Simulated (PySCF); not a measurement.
Computed properties of (E)-1-bromo-1-fluoroprop-1-ene (C3H4BrF), SMILES C/C=C(\F)Br

(E)-1-bromo-1-fluoroprop-1-ene (C3H4BrF), SMILES C/C=C(\F)Br. Geometry optimised at B3LYP-D3(BJ)/def2-SVP. One conformer was computed; it need not be the lowest. All values are computed for the isolated molecule unless a solvent is named; none is compared with measurement here.

**Structure.** The optimised structure has Cs symmetry. All 21 harmonic modes at B3LYP-D3(BJ)/def2-SVP (PySCF) are real, so it is a minimum. With heavy atoms numbered as in [CH3:1]/[CH:2]=[C:3](\[F:4])[Br:5], the shortest bond between them is C3–F4 at 1.332 Å and the longest C3–Br5 at 1.894 Å.

**Vibrations.** The strongest infrared lines (harmonic, unscaled, degenerate partners summed) lie at 1052 cm⁻¹ (91 km/mol, C 46 %, H 29 %, F 25 %), 1750 cm⁻¹ (77 km/mol, C 95 %), 1147 cm⁻¹ (59 km/mol, C 56 %, H 39 %). The softest mode is at 142 cm⁻¹ and the zero-point energy is 39.2 kcal/mol.

**Electronic structure.** PBE0/def2-TZVP (PySCF) places the frontier levels at -7.14 and -0.03 eV, a gap of 7.11 eV, and gives a dipole moment of 1.78 D and a mean polarisability of 57.9 bohr³. PBE/def2-TZVP (PySCF) at the same geometry gives -5.96 and -1.08 eV, so its gap is 2.23 eV narrower. An orbital gap is neither the optical nor the fundamental gap.

**Excitations.** TDA-M06-2X/def2-SVPD (PySCF) has S1 at 5.48 eV (226 nm, f = 0.000, dark); the most intense of the 10 singlets computed lies at 7.13 eV (f = 0.47). T1 (TDA) is at 4.53 eV, 0.95 eV under S1. TDA-PBE/def2-SVPD (PySCF) puts S1 at 4.99 eV. No vertical singlet excitation falls in the visible range (under 3.1 eV).

**NMR.** GIAO shifts at KT2/pcSseg-1 (PySCF) (non-relativistic, atoms alike by connectivity averaged): ¹³C from 16.8 to 153.9 ppm against TMS; ¹H from 2.1 to 5.1 ppm against TMS; ¹⁹F at -97.4 ppm against CFCl3. Without spin–orbit terms, shifts of atoms bonded to Cl or Br come out too high.

**Solvation.** SMD-PBE0/def2-SVP (PySCF) gives 0.4 kcal/mol in water, -2.9 kcal/mol in 1-octanol, -3.4 kcal/mol in toluene (1 M in both phases, gas-phase geometry); of these solvents toluene holds the molecule best.
